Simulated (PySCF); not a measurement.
C7H8N2.
Structure used (PBE0-D3(BJ)/def2-SVP), in Å, numbered top down from 1:
```
atom  x, y, z in Å
N1     3.3230   -0.4064    0.7288
C2     2.5541   -0.2467   -0.2741
C3     1.1036   -0.0891   -0.1441
C4     0.4828   -0.1033    1.1151
C5    -0.8866    0.0431    1.2364
C6    -1.6988    0.2107    0.0947
N7    -3.0529    0.3957    0.2194
C8    -1.0784    0.2251   -1.1676
C9     0.2973    0.0781   -1.2762
H10    4.2940   -0.4984    0.4229
H11    2.9240   -0.2145   -1.3188
H12    1.1156   -0.2350    1.9958
H13   -1.3528    0.0325    2.2257
H14   -3.4856    0.1195    1.0896
H15   -3.6252    0.2501   -0.6003
H16   -1.6887    0.3558   -2.0652
H17    0.7606    0.0908   -2.2675
```

Linear response at CAM-B3LYP/def2-SVPD (PySCF, frozen core in the response, non-relativistic). Geometry: PBE0-D3(BJ)/def2-SVP, one conformer, isolated molecule.

Static isotropic polarisability: 104.98 au (15.56 Å³), principal values 56.3, 99.7, 159.0 au.

What is the polarisability at 1064 nm and at the sodium D line?

106.94 au at 1064 nm (+1.9 %), 112.09 au at 589.3 nm (+6.8 %). The rise at 589.3 nm is 3.62 times that at 1064 nm; a pure ω² law gives 3.26. The lowest singlet lies at 265 nm, shorter than both wavelengths.

What is the isotropic C6 coefficient between two such molecules, C6 = (3/π)∫α(iω)² dω?

3754 au (Eh·bohr⁶) by a ten-point quadrature over imaginary frequencies, which is 2240 eV·Å⁶ or 216 J·nm⁶/mol.

Which effective excitation energy ω̄ makes London's formula C6 = (3/4)α²ω̄ exact here?

ω̄ = 4·C6/(3α²) = 0.454 Eh = 12.4 eV. A one-pole form α(ω) = α/(1 − ω²/ω̄²) fitted to the 1064 nm value gives 8.6 eV.

How anisotropic is the static polarisability, by Δα² = ½[(α1 − α2)² + (α2 − α3)² + (α3 − α1)²]?

Δα = 89.3 au, or 0.85 of the isotropic value.

What n − 1 at the D line would an ideal gas of it have at 273.15 K and 1 atm (2.6868 × 10¹⁹ cm⁻³), by n − 1 = 2π·N·α′?

28.04 × 10⁻⁴, a formal value whether or not that pressure can be reached.

How many electrons N does the Slater–Kirkwood formula C6 = (3/4)·√N·α^(3/2) need to give this C6?

N = (4·C6/3)²/α³ = 21.7; the species has 64 electrons in all.

The lowest 6 singlets have (eV, f): 4.67, 0.203; 4.86, 0.291; 4.99, 0.001; 5.64, 0.002; 6.06, 0.189; 6.31, 0.006. What share of the static polarisability do they carry in the sum over states α = Σ f/ω²?

20.00 au, 19.1 % of α; the largest term, 9.12 au, is that of the state at 4.86 eV. Their oscillator strengths add up to 0.69. Higher states carry the rest.

On one thread of an Arm Neoverse V1, on a shared host, this took 72 s of wall time and 1.1 GiB of memory at its peak. This is the whole response run at CAM-B3LYP/def2-SVPD, SCF included.
